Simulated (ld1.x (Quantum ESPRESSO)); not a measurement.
**Pm (Z = 61), TM: configuration errors across variants**

* Element: promethium
* Generator: ld1.x (Quantum ESPRESSO) 7.5
* Type: norm-conserving Troullier–Martins (Kleinman–Bylander form)
* Functional: PBE
* Relativity: scalar-relativistic
* Frozen core: [Kr] 4d10 5s2
* Valence charge: 13
* Reference configuration: 4f5 5p6 5d0 6s2 6p0
* Partial waves: 6s (bound): rc 2.85 bohr; 5p (bound): rc 2.40 bohr; 5d (bound, empty): rc 2.25 bohr; 4f (bound): rc 1.50 bohr
* Local potential: the f channel
* Core correction: a·sin(br)/r model core, default radius (core density twice the valence density)

All-electron excitation energies from the reference (eV): (1) 4f5 5p6 5d0 6s1 6p0 5.873; (2) 4f5 5p6 5d0 6s0 6p0 16.813; (3) 4f4 5p6 5d0 6s0 6p0 40.010; (4) 4f5 5p6 5d0 6s0 6p1 8.925; (5) 4f5 5p6 5d0 6s0 6p2 4.886.

The default core radius of the base comes out at 0.99 bohr.

Tests that are not counted but printed errors over 1 eV. “base”: 4f4 5p6 5d1 6s2 6p0 (solver errors, printed error -3.4 eV); 4f6 5p6 5d0 6s0 6p0 (solver errors, printed error -1173 eV). “wave 5d (bound): rc 2.25 bohr becomes 5d (bound): rc 2.30 bohr”: 4f4 5p6 5d1 6s2 6p0 (solver errors, printed error -3.4 eV); 4f6 5p6 5d0 6s0 6p0 (solver errors, printed error -1173 eV). “wave 5p (bound): rc 2.40 bohr becomes 5p (bound): rc 1.98 bohr”: 4f4 5p6 5d1 6s2 6p0 (solver errors, printed error -3.5 eV); 4f6 5p6 5d0 6s0 6p0 (solver errors, printed error -987 eV). “core correction a·sin(br)/r model core inside 1.36 bohr”: 4f4 5p6 5d1 6s2 6p0 (solver errors, printed error -3.4 eV); 4f6 5p6 5d0 6s0 6p0 (solver errors, printed error -1163 eV). “all radii but the core radius scaled by about 1.21 (s 3.44, p 2.90, d 2.72, f 1.80 bohr)”: 4f6 5p6 5d0 6s0 6p0 (solver errors, printed error -1178 eV).

2 further variants failed, have other tests or too few solved ones, and are left out.

A true bound ghost makes a file unfit for plane-wave use even where its test errors are small: the radial tests pick states by their node count and pass the ghost by. Where a test does run into it, the solver fails or the error is huge.

Errors AE − PS in meV (a dash: test not solved or not reliable):

```tsv
change	(1)	(2)	(3)	(4)	(5)	bound ghosts
base	+1.0	-15	+22	+12	+19	s, p, d
wave 5d (bound): rc 2.25 bohr becomes 5d (bound): rc 2.30 bohr	+1.0	-15	+22	+12	+19	s, p, d
wave 5p (bound): rc 2.40 bohr becomes 5p (bound): rc 1.98 bohr	+1.0	-15	-40	-2.4	+0.9	s, p, d
core correction a·sin(br)/r model core inside 1.36 bohr	+1.0	-15	+57	+12	+19	s, p, d
all radii but the core radius scaled by about 1.21 (s 3.44, p 2.90, d 2.72, f 1.80 bohr)	-1.6	-19	+213	-13	-11	s, p
```

(1) Give the same row for: local potential the s channel.

Results:

(1) +0.4, -18, –, –, -585; bound ghosts: none.
